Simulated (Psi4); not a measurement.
C₃H₅ClF₂, singlet, at a GFN2-xTB geometry; Psi4 with MP2/def2-TZVPPD.

Psi4 was given this input:
```
memory 2 GB

molecule mol {
0 1
F    -2.181313   -1.029731    0.120049
C    -1.107213   -0.224595    0.296138
F    -1.186868    0.237816    1.568625
C     0.182444   -1.007911    0.092842
C     1.403855   -0.110394    0.197793
Cl    1.445068    1.061584   -1.151392
H    -1.210774    0.634903   -0.382478
H     0.236262   -1.780263    0.863889
H     0.137136   -1.488475   -0.885402
H     2.320719   -0.694762    0.136223
H     1.389604    0.466295    1.122721
}

set {
  basis def2-tzvppd
  reference rhf
  freeze_core true
}

energy('mp2')
print_variables()
```

Question: What does Psi4 print? Leave out banner, timings and long lists.

Answer: 
```
    SCF Algorithm Type (re)set to DF.

   => Loading Basis Set <=

    Name: DEF2-TZVPPD
    Role: ORBITAL
    Keyword: BASIS

         ---------------------------------------------------------
                                   SCF
               by Justin Turney, Rob Parrish, Andy Simmonett
                          and Daniel G. A. Smith
                              RHF Reference
         ---------------------------------------------------------

  ==> Geometry <==

    Molecular point group: c1
    Full point group: C1

    Geometry (in Angstrom), charge = 0, multiplicity = 1:

       Center              X                  Y                   Z               Mass
    ------------   -----------------  -----------------  -----------------  -----------------
         F           -2.139093450287    -1.056727713182     0.122485991851    18.998403162730
         C           -1.064993450287    -0.251591713182     0.298574991851    12.000000000000
         F           -1.144648450287     0.210819286818     1.571061991851    18.998403162730
         C            0.224663549713    -1.034907713182     0.095278991851    12.000000000000
         C            1.446074549713    -0.137390713182     0.200229991851    12.000000000000
         CL           1.487287549713     1.034587286818    -1.148955008149    34.968852682000
         H           -1.168554450287     0.607906286818    -0.380041008149     1.007825032230
         H            0.278481549713    -1.807259713182     0.866325991851     1.007825032230
         H            0.179355549713    -1.515471713182    -0.882965008149     1.007825032230
         H            2.362938549713    -0.721758713182     0.138659991851     1.007825032230
         H            1.431823549713     0.439298286818     1.125157991851     1.007825032230

  Running in c1 symmetry.

  Rotational constants: A =      0.18562  B =      0.04615  C =      0.04492 [cm^-1]
  Rotational constants: A =   5564.67188  B =   1383.56998  C =   1346.75548 [MHz]
  Nuclear repulsion =  306.022292863514963

  Charge       = 0
  Multiplicity = 1
  Electrons    = 58
  Nalpha       = 29
  Nbeta        = 29

  ==> Algorithm <==

  SCF Algorithm Type is DF.
  DIIS enabled.
  MOM disabled.
  Fractional occupation disabled.
  Guess Type is SAD.
  Energy threshold   = 1.00e-08
  Density threshold  = 1.00e-08
  Integral threshold = 1.00e-12

  ==> Primary Basis <==

  Basis Set: DEF2-TZVPPD
    Blend: DEF2-TZVPPD
    Number of shells: 119
    Number of basis functions: 327
    Number of Cartesian functions: 369
    Spherical Harmonics?: true
    Max angular momentum: 3

   => Loading Basis Set <=

    Name: (DEF2-TZVPPD AUX)
    Role: JKFIT
    Keyword: DF_BASIS_SCF

  ==> Integral Setup <==

  SCF_SUBTYPE=INCORE selected. In-core MEM_DF algorithm will be used.
  Using in-core AOs.

  ==> MemDFJK: Density-Fitted J/K Matrices <==

    J tasked:                   Yes
    K tasked:                   Yes
    wK tasked:                   No
    Algorithm:                 Core
    Schwarz Cutoff:           1E-12
    Mask sparsity (%):       4.3169
    Fitting Condition:        1E-10

   => Auxiliary Basis Set <=

  Basis Set: (DEF2-TZVPPD AUX)
    Blend: DEF2-UNIVERSAL-JKFIT
    Number of shells: 193
    Number of basis functions: 597
    Number of Cartesian functions: 708
    Spherical Harmonics?: true
    Max angular momentum: 4

  Minimum eigenvalue in the overlap matrix is 1.0176595211E-05.
  Reciprocal condition number of the overlap matrix is 6.9384412615E-07.
    Using symmetric orthogonalization.

  ==> Pre-Iterations <==

  SCF Guess: Superposition of Atomic Densities via on-the-fly atomic UHF (no occupation information).

   -------------------------
    Irrep   Nso     Nmo
   -------------------------
     A        327     327
   -------------------------
    Total     327     327
   -------------------------

  ==> Iterations <==

                           Total Energy        Delta E     RMS |[F,P]|

   @DF-RHF iter SAD:  -774.53586635251634   -7.74536e+02   0.00000e+00
   @DF-RHF iter   1:  -774.93167938809620   -3.95813e-01   1.48237e-03 ADIIS/DIIS
   @DF-RHF iter   2:  -775.02799351559406   -9.63141e-02   6.96643e-04 ADIIS/DIIS
   @DF-RHF iter   3:  -775.04563080722619   -1.76373e-02   1.50651e-04 ADIIS/DIIS
   @DF-RHF iter   4:  -775.04731856807985   -1.68776e-03   4.53997e-05 DIIS
   @DF-RHF iter   5:  -775.04744847964298   -1.29912e-04   1.04906e-05 DIIS
   @DF-RHF iter   6:  -775.04745792101346   -9.44137e-06   3.10485e-06 DIIS
   @DF-RHF iter   7:  -775.04745872752346   -8.06510e-07   8.08614e-07 DIIS
   @DF-RHF iter   8:  -775.04745880327187   -7.57484e-08   3.05397e-07 DIIS
   @DF-RHF iter   9:  -775.04745881326164   -9.98978e-09   8.72889e-08 DIIS
   @DF-RHF iter  10:  -775.04745881426993   -1.00829e-09   2.20017e-08 DIIS
   @DF-RHF iter  11:  -775.04745881434042   -7.04858e-11   6.18309e-09 DIIS
  Energy and wave function converged.

  ==> Post-Iterations <==

    Orbital Energies [Eh]
    ---------------------

    Doubly Occupied:

[...]
    Virtual:

[...]
     327A     59.468756

    Final Occupation by Irrep:
              A
    DOCC [    29 ]
    NA   [    29 ]
    NB   [    29 ]

  @DF-RHF Final Energy:  -775.04745881434042

   => Energetics <=

    Nuclear Repulsion Energy =            306.0222928635149628
    One-Electron Energy =               -1679.4445275492244036
    Two-Electron Energy =                 598.3747758713691383
    Total Energy =                       -775.0474588143404162

Computation Completed

Properties will be evaluated at   0.000000,   0.000000,   0.000000 [a0]

Properties computed using the SCF density matrix

 Multipole Moments:

 ------------------------------------------------------------------------------------
     Multipole            Electronic (a.u.)      Nuclear  (a.u.)        Total (a.u.)
 ------------------------------------------------------------------------------------

 L = 1.  Multiply by 2.5417464519 to convert [e a0] to [Debye]
 Dipole X            :         -3.9144933            4.6274175            0.7129242
 Dipole Y            :          2.5252747           -2.9589679           -0.4336932
 Dipole Z            :         -0.2509467            0.2670911            0.0161444
 Magnitude           :                                                    0.8346325

 ------------------------------------------------------------------------------------

  //>>>>>>>>>>>>>>>>>>>>>>>>>>>>>>>>>>>//
  //               DFMP2               //
  //<<<<<<<<<<<<<<<<<<<<<<<<<<<<<<<<<<<//

   => Loading Basis Set <=

    Name: (DEF2-TZVPPD AUX)
    Role: RIFIT
    Keyword: DF_BASIS_MP2

	 --------------------------------------------------------
	                          DF-MP2
	      2nd-Order Density-Fitted Moller-Plesset Theory

	        Rob Parrish, Justin Turney, Andy Simmonett,
	           Ed Hohenstein, and C. David Sherrill
	 --------------------------------------------------------

   => Auxiliary Basis Set <=

  Basis Set: (DEF2-TZVPPD AUX)
    Blend: DEF2-TZVPPD-RI
    Number of shells: 232
    Number of basis functions: 794
    Number of Cartesian functions: 977
    Spherical Harmonics?: true
    Max angular momentum: 4

	 --------------------------------------------------------
	                 NBF =   327, NAUX =   794
	 --------------------------------------------------------
	   CLASS    FOCC     OCC    AOCC    AVIR     VIR    FVIR
	   PAIRS      10      29      19     298     298       0
	 --------------------------------------------------------

	-----------------------------------------------------------
	 ==================> DF-MP2 Energies <====================
	-----------------------------------------------------------
	 Reference Energy          =    -775.0474588143404162 [Eh]
	 Singles Energy            =      -0.0000000000000000 [Eh]
	 Same-Spin Energy          =      -0.2989588200404362 [Eh]
	 Opposite-Spin Energy      =      -0.9027822225834164 [Eh]
	 Correlation Energy        =      -1.2017410426238526 [Eh]
	 Total Energy              =    -776.2491998569643101 [Eh]
	-----------------------------------------------------------
	 ================> DF-SCS-MP2 Energies <==================
	-----------------------------------------------------------
	 SCS Same-Spin Scale       =       0.3333333333333333 [-]
	 SCS Opposite-Spin Scale   =       1.2000000000000000 [-]
	 SCS Same-Spin Energy      =      -0.0996529400134787 [Eh]
	 SCS Opposite-Spin Energy  =      -1.0833386671000997 [Eh]
	 SCS Correlation Energy    =      -1.1829916071135784 [Eh]
	 SCS Total Energy          =    -776.2304504214539520 [Eh]
	-----------------------------------------------------------

  Variable Map:
  ----------------------------------------------------------------------------
[...]
  Array Variable Map:
  ----------------------------------------------------------------------------
[...]
[...]
```
